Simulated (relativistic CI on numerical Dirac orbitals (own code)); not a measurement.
# Energy levels of Sr¹⁰⁺

Computed by Dirac-Coulomb-Breit CI, separate exchange-only KLI orbitals for each configuration, model QED (radiative potential, 1s self-energy scaled to tabulated hydrogen-like ionisation energies), valence Slater integrals scaled by 0.9, P86 correlation estimate, and configurations built on the next ion tied to the tabulated ionisation energy (semi-empirical) (own radial code, finite nucleus).

Configurations in the expansion (outside the closed core [Ne]): 3s2.3p6.3d10, 3s2.3p6.3d9.4s, 3s2.3p6.3d9.4p, 3s2.3p6.3d9.4d, 3s2.3p6.3d9.5s, 3s2.3p6.3d9.4f, 3s2.3p6.3d8.4s2, 3s2.3p6.3d8.4s.4p, 3s2.3p6.3d8.4p2, 3s2.3p6.3d9.5p, 3s2.3p6.3d8.4s.4d, 3s2.3p6.3d9.5d, 3s2.3p6.3d8.4p.4d, 3s2.3p5.3d10.4s, 3s2.3p6.3d9.5f, 3s2.3p6.3d9.5g, 3s2.3p5.3d10.4p, 3s2.3p6.3d8.4d2, 3s2.3p5.3d9.4s2, 3s2.3p5.3d9.4s.4p, 3s2.3p5.3d10.4d, 3s2.3p5.3d9.4p2, 3s2.3p5.3d9.4s.4d, 3s.3p6.3d10.4s. Levels of other configurations are missing.

| No. | Configuration | Term | J | E (eV) | % | Landé g | Lifetime (s) | jj configuration (%) |
| --- | --- | --- | --- | --- | --- | --- | --- | --- |
| 1 | 3s2.3p6.3d10 | 1S | 0 | 0.000 | 100 |  |  | closed (100) |
| 2 | 3s2.3p6.3d9.4s | 3D | 3 | 122.802 | 100 | 1.333 |  | 3d5/2^5 4s (100) |
| 3 | 3s2.3p6.3d9.4s | 3D | 2 | 123.236 | 65 | 1.107 | 8.02e-07 | 3d5/2^5 4s (94) |
| 4 | 3s2.3p6.3d9.4s | 3D | 1 | 124.597 | 100 | 0.497 | 2.86e-02 | 3d3/2^3 3d5/2^6 4s (100) |
| 5 | 3s2.3p6.3d9.4s | 1D | 2 | 125.075 | 65 | 1.057 | 4.17e-07 | 3d3/2^3 3d5/2^6 4s (94) |
| 6 | 3s2.3p6.3d9.4p | 3P° | 2 | 144.860 | 86 | 1.445 | 1.99e-10 | 3d5/2^5 4p1/2 (83) |
| 7 | 3s2.3p6.3d9.4p | 3F° | 3 | 145.600 | 57 | 1.080 | 1.87e-10 | 3d5/2^5 4p1/2 (97) |
| 8 | 3s2.3p6.3d9.4p | 3P° | 1 | 146.808 | 89 | 1.391 | 1.57e-10 | 3d5/2^5 4p3/2 (44) |
| 9 | 3s2.3p6.3d9.4p | 3F° | 2 | 147.017 | 90 | 0.724 | 1.81e-10 | 3d3/2^3 3d5/2^6 4p1/2 (84) |
| 10 | 3s2.3p6.3d9.4p | 3F° | 4 | 147.212 | 100 | 1.249 | 1.44e-10 | 3d5/2^5 4p3/2 (100) |
| 11 | 3s2.3p6.3d9.4p | 3P° | 0 | 148.041 | 100 |  | 1.63e-10 | 3d3/2^3 3d5/2^6 4p3/2 (100) |
| 12 | 3s2.3p6.3d9.4p | 1D° | 2 | 148.287 | 66 | 1.074 | 1.40e-10 | 3d5/2^5 4p3/2 (73) |
| 13 | 3s2.3p6.3d9.4p | 3D° | 3 | 148.557 | 67 | 1.225 | 1.30e-10 | 3d5/2^5 4p3/2 (94) |
| 14 | 3s2.3p6.3d9.4p | 1P° | 1 | 148.763 | 80 | 0.907 | 6.10e-12 | 3d3/2^3 3d5/2^6 4p1/2 (62) |
| 15 | 3s2.3p6.3d9.4p | 3F° | 3 | 149.474 | 42 | 1.109 | 1.41e-10 | 3d3/2^3 3d5/2^6 4p3/2 (94) |
| 16 | 3s2.3p6.3d9.4p | 3D° | 1 | 149.941 | 70 | 0.696 | 2.23e-11 | 3d3/2^3 3d5/2^6 4p3/2 (77) |
| 17 | 3s2.3p6.3d9.4p | 3D° | 2 | 150.287 | 59 | 1.085 | 1.29e-10 | 3d3/2^3 3d5/2^6 4p3/2 (94) |
| 18 | 3s2.3p6.3d9.4d | 3S | 1 | 181.586 | 89 | 1.940 | 3.41e-11 | 3d5/2^5 4d3/2 (54) |
| 19 | 3s2.3p6.3d9.4d | 3G | 4 | 183.363 | 61 | 1.033 | 2.94e-11 | 3d5/2^5 4d3/2 (96) |
| 20 | 3s2.3p6.3d9.4d | 3P | 2 | 183.422 | 69 | 1.390 | 2.96e-11 | 3d5/2^5 4d3/2 (70) |
| 21 | 3s2.3p6.3d9.4d | 3G | 5 | 183.440 | 100 | 1.199 | 3.21e-11 | 3d5/2^5 4d5/2 (100) |
| 22 | 3s2.3p6.3d9.4d | 1P | 1 | 183.456 | 52 | 1.038 | 3.30e-11 | 3d5/2^5 4d5/2 (59) |
| 23 | 3s2.3p6.3d9.4d | 3D | 3 | 183.927 | 75 | 1.254 | 3.02e-11 | 3d5/2^5 4d3/2 (58) |
| 24 | 3s2.3p6.3d9.4d | 3G | 3 | 184.254 | 41 | 0.953 | 3.04e-11 | 3d5/2^5 4d5/2 (53) |
| 25 | 3s2.3p6.3d9.4d | 3P | 0 | 184.328 | 100 |  | 2.99e-11 | 3d3/2^3 3d5/2^6 4d3/2 (55) |
| 26 | 3s2.3p6.3d9.4d | 3D | 2 | 184.435 | 37 | 1.112 | 3.08e-11 | 3d5/2^5 4d5/2 (59) |
| 27 | 3s2.3p6.3d9.4d | 3F | 4 | 184.547 | 66 | 1.169 | 3.14e-11 | 3d5/2^5 4d5/2 (92) |
| 28 | 3s2.3p6.3d9.4d | 3P | 1 | 184.742 | 48 | 1.318 | 3.25e-11 | 3d3/2^3 3d5/2^6 4d5/2 (53) |
| 29 | 3s2.3p6.3d9.4d | 3G | 3 | 185.251 | 53 | 0.879 | 2.91e-11 | 3d3/2^3 3d5/2^6 4d3/2 (78) |
| 30 | 3s2.3p6.3d9.4d | 3D | 1 | 185.390 | 77 | 0.702 | 3.06e-11 | 3d3/2^3 3d5/2^6 4d3/2 (62) |
| 31 | 3s2.3p6.3d9.4d | 1G | 4 | 185.667 | 36 | 1.095 | 3.18e-11 | 3d3/2^3 3d5/2^6 4d5/2 (92) |
| 32 | 3s2.3p6.3d9.4d | 3D | 2 | 186.051 | 33 | 1.001 | 3.15e-11 | 3d3/2^3 3d5/2^6 4d5/2 (88) |
| 33 | 3s2.3p6.3d9.4d | 3F | 2 | 186.317 | 54 | 0.827 | 2.84e-11 | 3d3/2^3 3d5/2^6 4d3/2 (96) |
| 34 | 3s2.3p6.3d9.4d | 3F | 3 | 186.400 | 53 | 1.077 | 3.12e-11 | 3d3/2^3 3d5/2^6 4d5/2 (93) |
| 35 | 3s2.3p6.3d9.4d | 1S | 0 | 197.572 | 95 |  | 1.24e-11 | 3d5/2^5 4d5/2 (52) |
| 36 | 3s2.3p6.3d9.5s | 3D | 3 | 214.868 | 100 | 1.333 | 1.37e-11 | 3d5/2^5 5s (100) |
| 37 | 3s2.3p6.3d9.5s | 1D | 2 | 215.040 | 51 | 1.079 | 1.37e-11 | 3d5/2^5 5s (99) |
| 38 | 3s2.3p6.3d9.4f | 3P° | 0 | 216.363 | 100 |  | 3.04e-11 | 3d5/2^5 4f5/2 (100) |
| 39 | 3s2.3p6.3d9.4f | 3P° | 1 | 216.546 | 92 | 1.424 | 2.55e-11 | 3d5/2^5 4f5/2 (74) |
| 40 | 3s2.3p6.3d9.5s | 3D | 1 | 216.671 | 100 | 0.497 | 1.37e-11 | 3d3/2^3 3d5/2^6 5s (100) |
| 41 | 3s2.3p6.3d9.5s | 3D | 2 | 216.807 | 51 | 1.085 | 1.37e-11 | 3d3/2^3 3d5/2^6 5s (99) |
| 42 | 3s2.3p6.3d9.4f | 3P° | 2 | 216.855 | 69 | 1.378 | 3.10e-11 | 3d5/2^5 4f7/2 (70) |
| 43 | 3s2.3p6.3d9.4f | 3H° | 6 | 217.118 | 100 | 1.166 | 3.06e-11 | 3d5/2^5 4f7/2 (100) |
| 44 | 3s2.3p6.3d9.4f | 3H° | 5 | 217.249 | 55 | 1.018 | 3.01e-11 | 3d5/2^5 4f5/2 (97) |
| 45 | 3s2.3p6.3d9.4f | 1D° | 2 | 217.566 | 39 | 0.931 | 3.06e-11 | 3d5/2^5 4f5/2 (77) |
| 46 | 3s2.3p6.3d9.4f | 3D° | 3 | 217.591 | 64 | 1.236 | 3.05e-11 | 3d5/2^5 4f7/2 (56) |
| 47 | 3s2.3p6.3d9.4f | 3F° | 4 | 217.790 | 82 | 1.209 | 3.08e-11 | 3d5/2^5 4f7/2 (87) |
| 48 | 3s2.3p6.3d9.4f | 1G° | 4 | 217.891 | 37 | 0.948 | 3.00e-11 | 3d5/2^5 4f5/2 (82) |
| 49 | 3s2.3p6.3d9.4f | 3G° | 5 | 217.923 | 71 | 1.145 | 3.06e-11 | 3d5/2^5 4f7/2 (93) |
| 50 | 3s2.3p6.3d9.4f | 1F° | 3 | 218.041 | 44 | 0.995 | 3.06e-11 | 3d5/2^5 4f5/2 (57) |
| 51 | 3s2.3p6.3d9.4f | 3D° | 1 | 218.158 | 88 | 0.591 | 7.09e-12 | 3d5/2^5 4f7/2 (44) |
| 52 | 3s2.3p6.3d9.4f | 3D° | 2 | 218.785 | 42 | 1.223 | 3.10e-11 | 3d3/2^3 3d5/2^6 4f7/2 (84) |
| 53 | 3s2.3p6.3d9.4f | 3H° | 4 | 219.134 | 67 | 0.873 | 2.99e-11 | 3d3/2^3 3d5/2^6 4f5/2 (89) |
| 54 | 3s2.3p6.3d9.4f | 1H° | 5 | 219.210 | 37 | 1.069 | 3.07e-11 | 3d3/2^3 3d5/2^6 4f7/2 (95) |
| 55 | 3s2.3p6.3d9.4f | 3F° | 2 | 219.435 | 66 | 0.801 | 3.03e-11 | 3d3/2^3 3d5/2^6 4f5/2 (91) |
| 56 | 3s2.3p6.3d9.4f | 3F° | 3 | 219.565 | 40 | 1.090 | 3.09e-11 | 3d3/2^3 3d5/2^6 4f7/2 (97) |
| 57 | 3s2.3p6.3d9.4f | 3G° | 4 | 219.803 | 45 | 1.068 | 3.06e-11 | 3d3/2^3 3d5/2^6 4f7/2 (94) |
| 58 | 3s2.3p6.3d9.4f | 3G° | 3 | 219.907 | 66 | 0.843 | 3.01e-11 | 3d3/2^3 3d5/2^6 4f5/2 (99) |
| 59 | 3s2.3p6.3d9.4f | 1P° | 1 | 221.793 | 93 | 0.986 | 5.30e-13 | 3d3/2^3 3d5/2^6 4f5/2 (63) |
| 60 | 3s2.3p6.3d9.5p | 3P° | 2 | 224.169 | 83 | 1.436 | 2.50e-11 | 3d5/2^5 5p1/2 (84) |
| 61 | 3s2.3p6.3d9.5p | 3F° | 3 | 224.468 | 53 | 1.080 | 2.74e-11 | 3d5/2^5 5p1/2 (98) |
| 62 | 3s2.3p6.3d9.5p | 3F° | 4 | 225.129 | 100 | 1.249 | 3.03e-11 | 3d5/2^5 5p3/2 (100) |
| 63 | 3s2.3p6.3d9.5p | 3P° | 1 | 225.260 | 63 | 1.272 | 1.71e-11 | 3d5/2^5 5p3/2 (88) |
| 64 | 3s2.3p6.3d9.5p | 1D° | 2 | 225.427 | 43 | 1.042 | 2.92e-11 | 3d5/2^5 5p3/2 (81) |
| 65 | 3s2.3p6.3d9.5p | 3D° | 3 | 225.656 | 78 | 1.261 | 3.00e-11 | 3d5/2^5 5p3/2 (98) |
| 66 | 3s2.3p6.3d9.5p | 3F° | 2 | 226.219 | 73 | 0.756 | 2.78e-11 | 3d3/2^3 3d5/2^6 5p1/2 (92) |
| 67 | 3s2.3p6.3d9.5p | 1P° | 1 | 226.497 | 70 | 1.024 | 9.86e-12 | 3d3/2^3 3d5/2^6 5p1/2 (82) |
| 68 | 3s2.3p6.3d9.5p | 3P° | 0 | 226.533 | 100 |  | 2.72e-11 | 3d3/2^3 3d5/2^6 5p3/2 (100) |
| 69 | 3s2.3p6.3d9.5p | 3F° | 3 | 227.094 | 47 | 1.073 | 2.99e-11 | 3d3/2^3 3d5/2^6 5p3/2 (99) |
| 70 | 3s2.3p6.3d9.5p | 3D° | 1 | 227.192 | 79 | 0.699 | 2.77e-11 | 3d3/2^3 3d5/2^6 5p3/2 (84) |

Energies count from the lowest computed level; ° marks odd parity; lifetimes are radiative, by E1, M1, E2, M2, E3 decay to levels of this space only; some are left blank where a channel outside the calculation adds to the decay or the decay crosses a small, uncertain gap. Filled j subshells are mostly left out of the jj labels.

The mean weight of the leading LS term, summed over parents, in these 70 levels is 69 %, and that of the leading jj configuration (from the same eigenvectors) 84 %, so jj coupling describes them better and the LS labels are nominal.

Configurations that consist of the next ion and one excited electron were tied to the tabulated ionisation energy; Rydberg ones are usually within 1,000 to 3,000 cm⁻¹ and the lowest ones within about 6,000 (9,000 in d shells), while levels on excited terms of the next ion carry the error of that term, and the other configurations can be misplaced by 10,000 cm⁻¹ or more. Rates follow the energies as ν³ (E1, M1) or ν⁵ (E2), so rates, branching and lifetimes can be off by large factors.

LS names give the leading component of a level, which can be under half, so a name can repeat, a term be missing and a line seem to break the LS rules.
